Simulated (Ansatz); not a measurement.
This geometry of F2H4Si2 + H (9 atoms, charge 0, multiplicity 2) is a first-order saddle point.

The calculation used UKS PBE/6-31G* (Ansatz 0.2.0).

```xyz
9
Properties=species:S:1:pos:R:3
Si 0.004 0.073 0.048
H -0.072 -0.156 1.571
Si 2.181 0.012 -0.831
H 2.796 -1.324 -0.533
H 2.168 0.230 -2.315
H 3.007 1.082 -0.181
F -0.678 1.511 -0.268
F -0.910 -1.060 -0.668
H -0.241 -0.368 3.054
```

Task: Which two structures does it join? (They come from a converged band through this point; their orientation in space is the band's.)

Result: Bonds broken: Si1–H2. Bonds formed: H2–H9. F2H4Si2 + H becomes F2H3Si2 + H2.

First end point:

```xyz
9
Properties=species:S:1:pos:R:3
Si -0.013 0.030 -0.118
H -0.149 -0.233 1.352
Si 2.196 0.012 -0.907
H 2.798 -1.341 -0.663
H 2.248 0.315 -2.375
H 3.004 1.038 -0.167
F -0.682 1.476 -0.424
F -0.887 -1.088 -0.904
H -0.260 -0.208 4.083
```

Last end point:

```xyz
9
Properties=species:S:1:pos:R:3
Si -0.208 0.113 -0.344
H 0.053 -0.261 2.538
Si 2.123 0.017 -0.826
H 2.617 -1.336 -0.405
H 2.422 0.232 -2.283
H 2.809 1.072 -0.011
F -0.793 1.551 -0.848
F -0.982 -1.030 -1.213
H 0.216 -0.358 3.268
```

Task: How far does it lie above each of them?

Result: 0.041 eV above the first and 0.693 eV above the second. This is the barrier of this one path; another mechanism may lie lower.

Run time: 84 s on 2 threads of Intel(R) Xeon(R) 6975P-C (Granite Rapids) (shared host), peak memory 0.19 GiB.
